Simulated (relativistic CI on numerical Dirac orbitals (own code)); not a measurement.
## Sensitivity of the levels of Ta III to α and to the nuclear radius

Computed by Dirac-Coulomb-Breit CI, separate exchange-only KLI orbitals for each configuration, valence Slater integrals scaled by 0.85, P86 correlation energy added to each configuration, derivatives by finite differences, QED left out (own radial code, finite nucleus).

Configuration list (outside the closed core [Xe] 4f14): 5d3, 5d 6s2, 5d2 6p, 5d 6s 6p, 5d2 5f, 5d2 6d, 5d 6p2, 5d 5f2. Levels of other configurations are missing.

With x = (α/α₀)² − 1 an excitation energy changes as ω = ω₀ + qx; K = 2q/ω₀ is the relative enhancement. Terms are leading LS components, so labels can repeat. The field-shift factor is F = δν/δ⟨r²⟩ for the transition from the lowest level.

Lowest level 5d3 4F_3/2.

```csv
Level,ω₀ (cm⁻¹),q (cm⁻¹),K,F (GHz/fm²)
5d3 4F_5/2,1820.0,1907,2.1,0.307
5d3 4F_7/2,3799.7,3497,1.84,0.601
5d3 4F_9/2,5718.8,4538,1.59,0.82
5d3 4P_3/2,9547.3,-13.63,-0.00286,0.588
5d3 4P_1/2,10197.2,1293,0.254,0.489
5d3 2G_7/2,11992.2,2792,0.466,0.76
5d3 2H_9/2,12590.9,2658,0.422,0.725
5d3 4P_5/2,12882.3,3536,0.549,1.16
5d3 2D_3/2,14355.1,2109,0.294,2.8
5d3 2P_1/2,15604.6,3807,0.488,1.09
5d3 2H_11/2,17031.0,4364,0.512,1.12
5d3 2H_9/2,17638.4,6267,0.711,1.46
5d3 2D_5/2,17817.6,3743,0.42,3.15
```

Correlation outside the listed configurations is missing or only estimated: errors of thousands of cm⁻¹ between configurations and terms are usual at this charge. Rates and lifetimes follow the computed energies and can be off by large factors. The fine structure of a lone outer electron comes out too small, for d and f at times inverted, and misplaced configurations move strength between like terms.
